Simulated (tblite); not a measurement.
Species: C₆H₇FN (doublet state).
Numbering: `[H]/[C:1]=[CH:2]\[C:3](=[N:4]/[H])[CH2:5]/[CH:6]=[CH:7]/[F:8]` (hydrogens: H9 on C1; H10 on C2; H11 on N4; H12, H13 on C5; H14 on C6; H15 on C7)

Structure optimised with GFN2-xTB, isolated species. This method treats the open shell by occupation alone, without spin polarisation.

(1) Give the optimised bond lengths and angles.

Answers

(1) 
| bond | length (Å) | order |
| --- | --- | --- |
| C1=C2 | 1.295 | double |
| C2–C3 | 1.500 | single |
| C3=N4 | 1.253 | double |
| C3–C5 | 1.510 | single |
| C5–C6 | 1.494 | single |
| C6=C7 | 1.320 | double |
| C7–F8 | 1.343 | single |
| C1–H9 | 1.067 | single |
| C2–H10 | 1.084 | single |
| N4–H11 | 1.014 | single |
| C5–H12, C5–H13 | 1.092 | single |
| C6–H14 | 1.080 | single |
| C7–H15 | 1.081 | single |

Bonds in one row agree within 0.01 Å and their mean is given. Orders are formal, as drawn. A selection of angles:
| angle | degrees |
| --- | --- |
| C2–C1–H9 | 137.7 |
| C1–C2–C3 | 127.0 |
| C1–C2–H10 | 120.8 |
| C3–C2–H10 | 112.2 |
| C2–C3–N4 | 127.3 |
| C2–C3–C5 | 114.0 |
| N4–C3–C5 | 118.7 |
| C3–N4–H11 | 117.4 |
| C3–C5–C6 | 110.1 |
| C3–C5–H12 | 107.7 |
| C3–C5–H13 | 109.2 |
| C6–C5–H12 | 109.9 |
| H12–C5–H13 | 109.6 |
| C5–C6–C7 | 123.4 |
| C5–C6–H14 | 116.8 |
| C7–C6–H14 | 119.7 |
| C6–C7–F8 | 121.8 |
| C6–C7–H15 | 126.4 |
| F8–C7–H15 | 111.8 |

Torsions: C1–C2–C3–N4 15° (synperiplanar); C2–C3–C5–C6 -68° (synclinal); C3–C5–C6–C7 111° (anticlinal); C5–C6–C7–F8 -179° (antiperiplanar); H11–N4–C3–C2 0° (synperiplanar). The mirror-image conformer, all signs reversed, is as good.

The 5 C–C bonds span 1.295 Å (C1=C2, drawn double) to 1.510 Å (C3–C5, drawn single), a spread of 0.215 Å. C6 (carbon bonded to 2 C and H) is planar (angles 123.4°, 119.7° and 116.8°, sum 360.0°, 0.01 Å off the plane of its three neighbours). N4 (nitrogen bonded to C and H) is bent (angle 117.4°). Of the pairs four or more bonds apart, C6···H10 is among the closest relative to their van der Waals radii: 2.71 Å, 94 % of the sum of Bondi's values. C2 (carbon bonded to 2 C and H) is planar (angles 127.0°, 120.8° and 112.2°, sum 360.0°, 0.01 Å off the plane of its three neighbours). C3 (carbon bonded to 2 C and N) is planar (angles 127.3°, 118.7° and 114.0°, sum 360.0°, 0.00 Å off the plane of its three neighbours). C7 (carbon bonded to C, F and H) is planar (angles 126.4°, 121.8° and 111.8°, sum 360.0°, 0.01 Å off the plane of its three neighbours).

Point group: C1 (no symmetry element, even within 0.4 Å). Its GFN2-xTB frequencies are all real (lowest 32 cm⁻¹). 3 starts were optimised and ended at 0.00, 2.25 and 2.39 kcal/mol (GFN2-xTB); the lowest of these is shown.

All values are computed, not measured.
